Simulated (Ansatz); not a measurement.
CH7BN2OSi. Charge 0, multiplicity 1. The bonds changed during the relaxation, so this is another structure than the one it started from. All single points use the PBE0-D4/def2-TZVP geometry. It is one conformer, not always the lowest.

```xyz
13

N    -1.515   -1.110    0.820
C    -0.588   -0.327    0.342
N     0.397   -0.743   -0.449
Si    1.661    0.320   -1.102
B    -0.819    1.227    0.856
O    -1.838    1.360    1.607
H    -2.167   -0.566    1.404
H    -1.605   -2.100    0.660
H     0.433   -1.724   -0.696
H     1.082    1.353   -1.985
H     2.472    0.909   -0.017
H     2.480   -0.632   -1.894
H     0.007    2.034    0.454
```

What is the dipole moment at ωB97M-V/def2-TZVPP? (Best estimate.)

The calculation gave: 7.78 D, with components (2.70, -6.46, -3.37) D in this frame, pointing from negative to positive charge.

And with PBE, r2SCAN, B3LYP? (An estimate is asked.)

Computed: PBE 7.45 D, r2SCAN 7.60 D, B3LYP 7.70 D.

Give the Mulliken charges with ωB97M-V, PBE, r2SCAN in def2-TZVPP. (Estimate.)

Ansatz gave: 
```tsv
atom	ωB97M-V	PBE	r2SCAN
N1	-0.16	-0.17	-0.23
C2	0.23	0.13	0.21
N3	-0.21	-0.16	-0.26
Si4	0.22	0.27	0.36
B5	-0.07	-0.06	0.04
O6	-0.44	-0.36	-0.44
H7	0.21	0.21	0.23
H8	0.13	0.16	0.16
H9	0.10	0.13	0.14
H10	0.01	-0.02	-0.03
H11	0.01	-0.02	-0.03
H12	-0.02	-0.05	-0.07
H13	-0.02	-0.07	-0.09
```

B3LYP here is the variant with VWN-RPA as its local correlation; programs differ in this.
